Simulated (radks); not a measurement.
Species: Ar III. Configuration: [Ne] 3s2 3p4 (the NIST ground configuration).

All-electron calculation, scalar-relativistic Kohn-Sham, r2SCAN, spin-polarised, spherical densities, finite nucleus; open shells are filled with parallel spins first; meta-GGA in the generalised Kohn-Sham scheme; Fermi nuclear charge, rms radius 3.4274 fm. Program: a radial shooting solver on a logarithmic mesh with Libxc functionals.

Energy parts (hartree):
| part | energy |
|---|---|
| total | -527.79439 |
| kinetic | 530.63591 |
| electron-nucleus | -1242.81330 |
| Hartree | 214.53933 |
| exchange-correlation | -30.15633 |

Orbitals (lengths in bohr, moments of r in powers of bohr):
| orbital | occ. | eigenvalue (hartree) | <r^4> | <r> |
|---|---|---|---|---|
| 1s up | 1 | -116.3851 | 0.0002532 | 0.08574 |
| 1s down | 1 | -116.3608 | 0.0002530 | 0.08572 |
| 2s up | 1 | -12.22822 | 0.07304 | 0.4122 |
| 2s down | 1 | -12.21603 | 0.07259 | 0.4122 |
| 2p up | 3 | -9.68986 | 0.06512 | 0.3755 |
| 2p down | 3 | -9.66383 | 0.06467 | 0.3757 |
| 3s up | 1 | -1.95242 | 6.527 | 1.328 |
| 3s down | 1 | -1.82535 | 6.923 | 1.343 |
| 3p up | 3 | -1.36582 | 10.21 | 1.456 |
| 3p down | 1 | -1.24560 | 11.29 | 1.482 |
| 3d up | 0 | -0.54484 | 39.40 | 1.889 |
| 3d down | 0 | -0.45175 | 64.40 | 2.079 |

The highest occupied level is 3p down at -33.895 eV. Summed over all electrons, <r^2> = 15.55 bohr^2, which gives a Langevin (diamagnetic) susceptibility term of -12.3 x 10^-6 cm^3/mol.
